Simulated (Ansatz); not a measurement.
CH$_{4}$ClNOSi (`O/C(Cl)=N/[SiH3]`), relaxed with RKS PBE0-D4/def2-TZVP in the Gaussian-basis code of Ansatz from a PBE-D4/def2-SVP geometry. The force threshold is 0.005 eV/Å; the program also tests the step.

Total charge 0; spin multiplicity 1.

Start:

```xyz
9

O    -1.433    1.533    1.343
C    -0.866    0.515    0.678
Cl   -1.921   -0.911    0.837
N     0.226    0.565    0.053
Si    1.021   -0.728   -0.838
H    -0.818    2.290    1.221
H     1.408   -1.849    0.089
H     2.259   -0.154   -1.459
H     0.124   -1.261   -1.923
```

| step | energy (eV) | largest force (eV/Å) | largest move (Å) |
| --- | --- | --- | --- |
| 1 | -25029.7822 | 1.109 | 0.000 |
| 2 | -25029.8270 | 0.262 | 0.033 |
| 3 | -25029.8330 | 0.169 | 0.012 |
| 4 | -25029.8336 | 0.075 | 0.006 |
| 5 | -25029.8336 | 0.103 | 0.016 |
| 6 | -25029.8339 | 0.031 | 0.008 |
| 7 | -25029.8339 | 0.013 | 0.003 |
| 8 | -25029.8339 | 0.010 | 0.002 |
| 9 | -25029.8339 | 0.004 | 0.002 |

End:

```xyz
9

O    -1.410    1.519    1.325
C    -0.858    0.502    0.669
Cl   -1.897   -0.896    0.836
N     0.216    0.547    0.047
Si    1.009   -0.722   -0.831
H    -0.808    2.269    1.209
H     1.387   -1.829    0.086
H     2.232   -0.143   -1.434
H     0.129   -1.247   -1.906
```

Run time 33 s (4 threads of an Arm Neoverse V1 on a shared host); peak host memory 0.48 GiB.
